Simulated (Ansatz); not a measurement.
The cluster Si2Sn5⁺. Charge 1, multiplicity 2. Geometry PBE-D4/def2-SVP, that of the neutral singlet; atoms count from 1.

```xyz
7

Si    1.001    0.546   -0.199
Si    1.125   -1.016    1.708
Sn   -0.203    1.380    2.145
Sn   -1.202    2.155   -0.654
Sn   -1.486   -0.861    0.354
Sn   -0.363   -0.063   -2.526
Sn    1.129   -2.142   -0.828
```

In the def2 sets Sn takes a core potential; there is no spin–orbit coupling. The structure comes from a short search, and lower isomers may exist.

Q: Estimate the Mulliken populations from the PBE0/def2-SVP orbitals of Ansatz.

A: 
| atom | charge (e) | spin (α − β) |
| --- | --- | --- |
| Si1 | -0.42 | -0.05 |
| Si2 | 0.02 | 0.22 |
| Sn3 | 0.35 | 0.10 |
| Sn4 | 0.32 | 0.33 |
| Sn5 | 0.06 | -0.02 |
| Sn6 | 0.32 | 0.33 |
| Sn7 | 0.35 | 0.10 |
Mulliken values and Mayer orders depend strongly on the basis.

Q: Where does the spin sit?

A: Summed by element: Si 0.17, Sn 0.83, of 1 unpaired in all. Largest on single atoms: Sn6 0.33, Sn4 0.33, Si2 0.22.

Q: And the Mayer bond orders between bonded heavy atoms (over 0.3)?

A: Si1–Si2 0.67 (2.47 Å); Si1–Sn3 0.51 (2.76 Å); Si1–Sn4 0.59 (2.76 Å); Si1–Sn5 0.51 (2.91 Å); Si1–Sn6 0.59 (2.76 Å); Si1–Sn7 0.51 (2.76 Å); Si2–Sn3 0.63 (2.77 Å); Si2–Sn5 0.45 (2.95 Å); Si2–Sn7 0.63 (2.77 Å); Sn3–Sn4 0.40 (3.07 Å); Sn3–Sn5 0.43 (3.14 Å); Sn4–Sn5 0.45 (3.19 Å); Sn4–Sn6 0.45 (3.02 Å); Sn5–Sn6 0.45 (3.19 Å); Sn5–Sn7 0.43 (3.14 Å); Sn6–Sn7 0.40 (3.07 Å).
